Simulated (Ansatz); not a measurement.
Reactions of CH$_{6}$BClGeSi, SMILES `ClB1C[SiH]1[GeH3]`.

Gas-phase electronic energies from Ansatz, PBE0-D4/def2-TZVP geometries. CBS: MP2 limit from def2 TZ/QZ plus the TZ coupled-cluster correction, frozen cores. This one scheme is used for every species. DFT in def2-TZVPP. B3LYP here is the variant with VWN-RPA as its local correlation; programs differ in this. def2 core potentials past Kr. For Ge, Te outer-core shells are correlated without core-valence functions, which leaves a few kJ/mol of doubt a bond. Scalar relativity is left out up to krypton. One conformer a species, not always the lowest.

| reaction | CCSD(T)/CBS(def2) (kcal/mol) |
| --- | --- |
| `ClB1C[SiH]1[GeH3]` + `O[SiH](Cl)Cl` → `Cl[SiH](Cl)[O][GeH3]` + `ClB1C[SiH2]1` | ? |
| `ClB1C[SiH]1[GeH3]` + `OC[TeH]` → `OC[Te][GeH3]` + `ClB1C[SiH2]1` | -8.8 |
| `ClB1C[SiH]1[GeH3]` + `O[SiH2]F` → `F[SiH2][O][GeH3]` + `ClB1C[SiH2]1` | -2.0 |
| `ClB1C[SiH]1[GeH3]` + `N[SiH](O)F` → `O[SiH](F)[NH][GeH3]` + `ClB1C[SiH2]1` | ? |
| `ClB1C[SiH]1[GeH3]` + `C[SiH2]O` → `C[SiH2][O][GeH3]` + `ClB1C[SiH2]1` | -2.1 |
| `ClB1C[SiH]1[GeH3]` + `SS` → `S[S][GeH3]` + `ClB1C[SiH2]1` | -4.3 |

Problem. Fill in the missing values. (Estimate.)

Solution. Computed: `ClB1C[SiH]1[GeH3]` + `O[SiH](Cl)Cl` → `Cl[SiH](Cl)[O][GeH3]` + `ClB1C[SiH2]1`: -3.4 kcal/mol; `ClB1C[SiH]1[GeH3]` + `N[SiH](O)F` → `O[SiH](F)[NH][GeH3]` + `ClB1C[SiH2]1`: +4.7 kcal/mol.

Largest T1 diagnostic: 0.013, for `ClB1C[SiH2]1`.
